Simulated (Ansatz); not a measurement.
Basis-set extrapolation for CH₇BN₂O (`NCB(N)O`) (PBE0-D4/def2-TZVP geometry, frozen core, Ansatz 0.2.0). Multiplicity 1, RHF reference.

|  | def2-TZVPP | def2-QZVPP |
| --- | --- | --- |
| HF | -250.601065 | -250.613275 |
| MP2 correlation | -0.943565 | -1.011659 |
| CCSD(T) correlation | -1.012912 | not run |

Energies in hartree. Use E(X) = E(∞) + A·exp(−7.88·√X) for Hartree–Fock and E(X) = E(∞) + B·X^(−2.97) for correlation, with X = 3 and 4, and add CCSD(T) minus MP2 of the smaller set to the MP2 limit.

**Question.** What is the CCSD(T) energy at the basis-set limit?

**Answer.** HF limit: -250.613275 + (-0.012210) × 0.13774 = -250.61496. MP2 limit: -1.011659 + (-0.068094) × 0.74074 = -1.06210. Higher-order term: -1.012912 − (-0.943565) = -0.06935. Total: -251.74641 hartree, 3.60 eV below CCSD(T)/def2-TZVPP.
